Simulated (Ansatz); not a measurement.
Cost and result for the atomization energy of CH$_{5}$ClO$_{2}$Si, SMILES `CO[SiH](O)Cl` (10 atoms, 9 bonds).

Z-matrix (Å, degrees):
```
C
O 1 1.411
H 1 1.095 2 111.2
H 1 1.094 2 111.2 3 121.5
H 1 1.090 2 107.9 3 -119.1
Si 2 1.623 1 126.5 3 -65.0
Cl 6 2.059 2 108.1 1 -50.2
O 6 1.621 2 109.2 1 -171.5
H 6 1.472 2 113.4 1 69.1
H 8 0.959 6 118.6 2 55.2
```

The species carries charge 0 and has multiplicity 1. Geometry: relaxed with PBE0-D4/def2-TZVP. It is one conformer, not always the lowest. Program: Ansatz. Hardware: A = 2 threads of an AMD EPYC 7R13 on a shared host; B = 2 threads of an AMD EPYC 7R13 on a shared host and a share of an NVIDIA H100 80 GB. Times are those of one run each, without the atoms' runs, and a repeat can differ threefold. Electronic energies, without spin–orbit coupling; frozen cores. CCSD(T)/CBS adds CCSD(T) − MP2 in def2-TZVPP to the MP2 limit, and its time is that of the two runs behind it. T1 = 0.011. B3LYP takes the VWN-RPA correlation (the form of Gaussian; ORCA's B3LYP/G).

CCSD(T)/CBS is a level of theory with its own doubt, some kJ/mol a heavy atom from the limit and from the frozen cores, so smaller differences don't rank the functionals.

```csv
level,functions,wall time
PBE-D4/def2-TZVPP (with forces) [A],247,3 s
MP2/def2-QZVPP [B],461,3.5 s
CCSD(T)/def2-TZVPP [B],247,3.9 s
PBE0-D4/def2-TZVPP [A],247,4.4 s
r2SCAN-D4/def2-TZVPP (with forces) [A],247,6 s
B3LYP-D4/def2-TZVPP (with forces) [A],247,6.5 s
B2PLYP/def2-TZVPP [A],247,7 s
CCSD(T)/CBS(def2),–,7.5 s
ωB97X-V/def2-TZVPP [A],247,9 s
ωB97M-V/def2-TZVPP (with forces) [A],247,13 s
```

(1) What atomization energy does each give, and how far from CCSD(T)/CBS? (An estimate is asked.)

Results:

(1) Computed: 
```json
{"level": "PBE-D4/def2-TZVPP (with forces) [A]", "atomization (kcal/mol)": "918.4", "difference from CCSD(T)/CBS": "6.5", "per bond": "0.7"}
{"level": "MP2/def2-QZVPP [B]", "atomization (kcal/mol)": "922.6", "difference from CCSD(T)/CBS": "10.7", "per bond": "1.2"}
{"level": "CCSD(T)/def2-TZVPP [B]", "atomization (kcal/mol)": "884.7", "difference from CCSD(T)/CBS": "-27.2", "per bond": "-3.0"}
{"level": "PBE0-D4/def2-TZVPP [A]", "atomization (kcal/mol)": "901.7", "difference from CCSD(T)/CBS": "-10.2", "per bond": "-1.1"}
{"level": "r2SCAN-D4/def2-TZVPP (with forces) [A]", "atomization (kcal/mol)": "910.0", "difference from CCSD(T)/CBS": "-1.9", "per bond": "-0.2"}
{"level": "B3LYP-D4/def2-TZVPP (with forces) [A]", "atomization (kcal/mol)": "903.1", "difference from CCSD(T)/CBS": "-8.8", "per bond": "-1.0"}
{"level": "B2PLYP/def2-TZVPP [A]", "atomization (kcal/mol)": "896.8", "difference from CCSD(T)/CBS": "-15.1", "per bond": "-1.7"}
{"level": "CCSD(T)/CBS(def2)", "atomization (kcal/mol)": "911.9", "difference from CCSD(T)/CBS": "0.0", "per bond": "0.0"}
{"level": "ωB97X-V/def2-TZVPP [A]", "atomization (kcal/mol)": "910.4", "difference from CCSD(T)/CBS": "-1.5", "per bond": "-0.2"}
{"level": "ωB97M-V/def2-TZVPP (with forces) [A]", "atomization (kcal/mol)": "911.6", "difference from CCSD(T)/CBS": "-0.3", "per bond": "0.0"}
```

In def2-TZVPP, CCSD(T) changes the Hartree–Fock value by +224.7 kcal/mol (the triples alone add +13.3 kcal/mol) and MP2 by +246.2 kcal/mol; breaking electron pairs costs correlation energy, which Hartree–Fock lacks. The D4 term adds +8.4 kcal/mol with B3LYP and +4.4 kcal/mol with PBE0; it sums over pairs of atoms, weighted by their polarisabilities, and B3LYP, whose exchange is more repulsive, gets the larger term. From PBE to PBE0 (25 % exact exchange), in def2-TZVPP and without D4, the atomization energy moves by −15.9 kcal/mol: exact exchange takes away binding that semilocal exchange gives to molecules.
